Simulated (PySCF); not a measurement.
O2P2, SMILES o1p2op12.

The structure is a stationary point at B3LYP-D3(BJ)/def2-SVP.

The numbers are results of ωB97X/def2-TZVPD in PySCF, not measurements.

Symmetry labels are those of the subgroup D2h that the program uses (full group D2h).

Computed valence orbital energies around the gap with their symmetry:
```
orbital  symmetry  energy (eV)
-------  --------  -----------
HOMO−7         Ag       -17.94
HOMO−6        B3g       -17.09
HOMO−5        B3u       -15.82
HOMO−4         Ag       -14.63
HOMO−3        B1g       -13.00
HOMO−2        B2u       -12.88
HOMO−1        B1u       -11.81
HOMO          B2g        -7.75
LUMO          B3u        -0.96
LUMO+1        B2u         0.05
LUMO+2         Ag         2.14
LUMO+3        B3g         2.18
```
